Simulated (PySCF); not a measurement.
Gas-phase XPS of `[SiH3][CH2][GeH2-]`, computed

Compound: CH7GeSi (charge -1).
Cartesian coordinates in Å at the PBE0-D3(BJ)/def2-SVP level; atoms count from 1:
```
atom  x, y, z in Å
Si1   -1.0559    0.5654   -0.0320
C2    -0.0399   -0.9763   -0.1141
Ge3    2.0068   -0.6188    0.1046
H4    -2.5670    0.3807   -0.1845
H5    -0.7158    1.5490   -1.1162
H6    -0.9254    1.2832    1.2820
H7    -0.3506   -1.6814    0.6768
H8    -0.1971   -1.4871   -1.0802
H9     2.0272    0.6225   -0.9303
H10    1.8267    0.3681    1.3718
```

Computed, not measured: delta-SCF UKS SCAN, pcX-2 on the ionised atom, pcseg-1 elsewhere, spin-free X2C in PySCF. These are vertical core ionisation energies against the vacuum level, from separate self-consistent calculations with and without the core hole.

Problem. Give the core binding energies atom by atom.

Solution. 
```tsv
atom(s)	environment	level	binding energy (eV)	2p1/2 (eV)	count
Si1	SiH3 silicon	Si 2p3/2	101.88	102.50	1
C2	sp3 carbon bound to silicon	C 1s	284.65	–	1
Si1	SiH3 silicon	Si 1s	1841.70	–	1
```

Problem. Which photon energy gives electrons from C 1s of C2 a kinetic energy of 50 eV, and what is their de Broglie wavelength?

Solution. hν = 284.65 + 50 = 334.65 eV, recoil neglected; λ = 12.264 Å/√(E/eV) = 1.73 Å.

Problem. What is the longest wavelength that can ionise C 1s of C2 vertically?

Solution. λ = hc/E = 12398.42 eV Å / 284.65 eV = 43.557 Å.

For 2p shells one spin-free hole was relaxed; a mean-field spin–orbit operator and the ground-state splitting of the three 2p orbitals were then diagonalised within the shell. The shell's mean is (2 × 2p3/2 + 2p1/2)/3, and the degeneracies 2j + 1 give areas of 2:1. 2p1/2 minus 2p3/2 (ligand field included): Si 0.62 eV. No level of germanium is listed. The species carries charge -1, so core ionisation leaves a neutral species. The basis sets have no added diffuse functions. The structure is a single PBE0-D3(BJ)/def2-SVP conformer in the gas phase; no vibrational or solvent corrections. The geometry's basis has no diffuse functions, a weakness for an anion.
